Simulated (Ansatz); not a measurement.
Species: Si$_{2}$H$_{5}$, charge 1, multiplicity 1. 
Coordinates optimised at B3LYP-D3(BJ)/def2-TZVP (Ansatz, a first-principles code):
```
Si
H 1 1.4714
H 1 1.4714 2 116.46
H 1 1.4804 2 114.19 3 136.50
Si 1 2.3706 2 105.25 4 107.38
H 5 1.4763 1 123.94 2 153.61
H 5 1.4763 6 112.03 1 -176.74
```
Charge +1, spin multiplicity 1.

Basis-set convergence of Hartree-Fock and CCSD(T) correlation energies (hartree) with Ansatz. Correlated levels leave the core frozen unless marked. Spin-orbit coupling is left out. Non-relativistic.

```
basis            functions       E(HF)  E(corr, CCSD(T))  rough core time
---------------  ---------  ----------  ----------------  ---------------
aug-cc-pV(D+d)Z        109  -580.47635          -0.24098       under 20 s
aug-cc-pV(T+d)Z        225         ___               ___             30 s
```

**Question.** Some entries are withheld; supply them.

**Answer.** 
- aug-cc-pV(T+d)Z, E(HF): -580.49837
- aug-cc-pV(T+d)Z, E(corr, CCSD(T)): -0.27984
